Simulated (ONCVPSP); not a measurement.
How hard is this ruthenium ONCV potential?

ONCVPSP 4.0.1 input, shortened (lines: element, Z, core and valence counts, functional; n l f; lmax; l rc ep ncon nbas qcut; lloc lpopt rc5 dvloc0; l nproj debl; icmod fcfact rcfact), Wu-Cohen, scalar-relativistic:

```
  Ru 44.00    6    5  -118130      upf
    1    0    2.00
    2    0    2.00
    2    1    6.00
    3    0    2.00
    3    1    6.00
    3    2   10.00
    4    0    2.00
    4    1    6.00
    4    2    7.00
    5    0    0.50
    5    1    0.50
    2
    0    1.75    0.00    5    9    5.90
    1    1.80    0.00    3    8    9.40
    2    1.75    0.00    3    8    9.60
    2    5    1.75    0.00
    0    2    2.10
    1    2    3.40
    2    0    1.20
    2    0.65    1.05
```

Problem. For each optimised wave give the share of its norm inside rc, the residual kinetic energy above qcut (Ha) and the cutoffs (Ha) for errors of 10, 1, 0.1 and 0.01 mHa per electron.

Solution.

```csv
wave,norm inside rc,residual KE,10 mHa,1 mHa,0.1 mHa,0.01 mHa
4s,0.966,4.8e-04,10.8,15.9,60.6,76.2
5s,0.065,2.4e-04,4.7,14.3,24.8,76.3
4p,0.934,5.0e-09,11.2,14.4,25.8,31.9
5p,0.020,6.2e-10,6.9,10.7,14.1,26.4
4d,0.623,2.2e-09,18.8,25.0,30.3,34.9
```

The occupied waves need 25 Ha and 61 Ha for 1 and 0.1 mHa. 1 of 4 tests not solved or not reliable.
